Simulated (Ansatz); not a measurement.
Reaction (cleavage of the Si–Si bond): `BS[SiH2][SiH2][SiH3]` + H₂Te → `[SiH3][SiH2][TeH]` + `BS[SiH3]`

Isolated molecules relaxed with PBE0-D4/def2-TZVP in Ansatz; ΔE leaves out vibrations. CBS: MP2 limit from def2 TZ/QZ plus the TZ coupled-cluster correction, frozen cores. DFT in def2-TZVPP. B3LYP here is the variant with VWN-RPA as its local correlation; programs differ in this. def2 core potentials past Kr. For Te outer-core shells are correlated without core-valence functions, which leaves a few kJ/mol of doubt a bond. Each species was taken in one conformer, which may not be the lowest.

`BS[SiH2][SiH2][SiH3]`:

Z-matrix (Å, degrees):
```
Si
S 1 2.164
Si 1 2.337 2 109.0
H 1 1.487 2 106.3 3 120.1
H 1 1.485 2 109.0 3 -122.5
B 2 1.773 1 100.0 3 73.4
Si 3 2.339 1 111.6 2 -54.4
H 3 1.491 1 109.6 2 -176.3
H 3 1.490 1 108.0 2 65.9
H 6 1.195 2 121.4 1 2.1
H 6 1.192 2 117.0 1 -178.8
H 7 1.487 3 110.2 1 58.6
H 7 1.488 3 109.7 1 178.1
H 7 1.486 3 110.3 1 -61.9
```

H₂Te:

Z-matrix (Å, degrees):
```
Te
H 1 1.656
H 1 1.656 2 90.4
```

`[SiH3][SiH2][TeH]`:

```xyz
9

Si    0.571   -1.355    0.675
Si   -0.483    0.657    0.122
Te    0.222    1.211   -2.211
H     0.200   -1.761    2.057
H     2.046   -1.189    0.596
H     0.152   -2.420   -0.274
H    -1.961    0.513    0.196
H    -0.072    1.738    1.057
H    -0.675    2.605   -2.220
```

`BS[SiH3]`:

Z-matrix (Å, degrees):
```
Si
S 1 2.156
H 1 1.482 2 109.9
H 1 1.483 2 107.0 3 -119.4
H 1 1.482 2 109.9 3 121.2
B 2 1.775 1 99.5 3 -60.7
H 6 1.192 2 116.9 1 180.0
H 6 1.195 2 121.4 1 0.0
```

| species | B3LYP-D4 energy (Eh) |
| --- | --- |
| `BS[SiH2][SiH2][SiH3]` | -1297.12371 |
| H₂Te | -269.30767 |
| `[SiH3][SiH2][TeH]` | -850.79408 |
| `BS[SiH3]` | -715.65467 |

(1) Work out ΔE.

Largest T1 diagnostic among the species: 0.015.

Results:

(1) ΔE = (-850.79408) + (-715.65467) − (-1297.12371) − (-269.30767) = -0.01737 Eh = -45.6 kJ/mol. CCSD(T)/CBS gives -52.1 kJ/mol.

Leaving LDA and LC-ωPBE aside and taking each functional with its dispersion term where it has one, the values, not all of them listed here, spread over 18.6 kJ/mol, from B2PLYP to B97M-V. LDA lies +10.0 kJ/mol from PBE without D4. The D4 term adds +8.4 kJ/mol with B3LYP and +5.4 kJ/mol with PBE0; it sums over pairs of atoms, weighted by their polarisabilities, and B3LYP, whose exchange is more repulsive, gets the larger term.
